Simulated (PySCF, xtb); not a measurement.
C2H7ClFNSi, SMILES CC[Si@](N)(F)Cl. The values are those of a single conformer.

Harmonic wavenumbers (cm⁻¹) from GFN2-xTB (xtb) at its own minimum, in rising order: 43, 110, 126, 161, 179, 206, 236, 254, 334, 393, 485, 698, 729, 769, 816, 938, 992, 1029, 1080, 1237, 1300, 1420, 1478, 1499, 1507, 1508, 2971, 2988, 3026, 3041, 3047, 3486, 3530.

Question: What does PBE0-D3(BJ)/def2-SVP run with PySCF give at its own minimum? (The exact figures need the calculation; the answer reports its results.)

Answer: 68, 129, 146, 176, 235, 270, 288, 299, 361, 386, 522, 679, 693, 828, 864, 934, 972, 987, 1067, 1244, 1273, 1394, 1423, 1473, 1478, 1533, 3055, 3058, 3114, 3152, 3155, 3619, 3722. Paired by order, the mean absolute difference is 48 cm⁻¹ and the zero-point energies are 59.5 and 60.9 kcal/mol.
